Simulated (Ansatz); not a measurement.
Geometry optimisation, RKS revPBE-D4/def2-SVP in Ansatz 0.2.0.

The input (input.yaml):

```yaml
crystal:
  periodic: [false, false, false]
  atoms:
    - { symbol: Si, position_ang: [-0.52377, 0.023987, -0.63707] }
    - { symbol: F, position_ang: [0.326304, -1.225945, 1.713211] }
    - { symbol: Si, position_ang: [1.807943, 0.272675, -0.371555] }
    - { symbol: H, position_ang: [2.463602, -1.074388, -0.26139] }
    - { symbol: H, position_ang: [2.346725, 0.993739, -1.579894] }
    - { symbol: H, position_ang: [2.084276, 1.096044, 0.854376] }
    - { symbol: F, position_ang: [-0.957839, 0.665412, -2.090942] }
    - { symbol: H, position_ang: [-1.128923, -1.344447, -0.58709] }
    - { symbol: Br, position_ang: [-1.591212, 1.323521, 0.934658] }
    - { symbol: H, position_ang: [-0.143507, -0.612998, 2.237996] }
basis:
  gaussian: { orbitals: def2-SVP }
hamiltonian:
  xc: revpbe
  dispersion: d4
relax:
  f_tol: 0.03
  max_steps: 50
output:
  orbitals: {}
```

Launched with:

```bash
$ ansatz run input.yaml --threads 4 --pin off --max-ram 5120MiB --backend cpu --events-out ev --progress --plain --runs-dir out
```

Question: Where does it end, and by what steps?

Answer: It converged. After 7 steps the energy has fallen by 0.049 eV; H10 moved furthest, 0.23 Å.

| step | energy less start (eV) | largest force component (eV/Å) | accepted |
| --- | --- | --- | --- |
| 0 | 0.0000 | 0.354 | yes |
| 1 | -0.0005 | 1.436 | yes |
| 2 | -0.0082 | 0.642 | yes |
| 3 | 0.0697 | 0.615 | no |
| 4 | -0.0432 | 0.366 | yes |
| 5 | -0.0472 | 0.053 | yes |
| 6 | -0.0491 | 0.038 | yes |
| 7 | -0.0492 | 0.023 | yes |

```xyz
10
Properties=species:S:1:pos:R:3
Si -0.519 0.013 -0.659
F 0.386 -1.160 1.845
Si 1.811 0.250 -0.367
H 2.447 -1.106 -0.262
H 2.354 0.966 -1.577
H 2.085 1.075 0.855
F -0.993 0.747 -2.052
H -1.107 -1.364 -0.669
Br -1.575 1.153 1.021
H -0.205 -0.456 2.079
```

Whether the end is a true minimum wasn't checked by a vibrational analysis.

Run time: 12 s on 4 threads of Arm Neoverse V2 (shared host), peak memory 0.18 GiB.
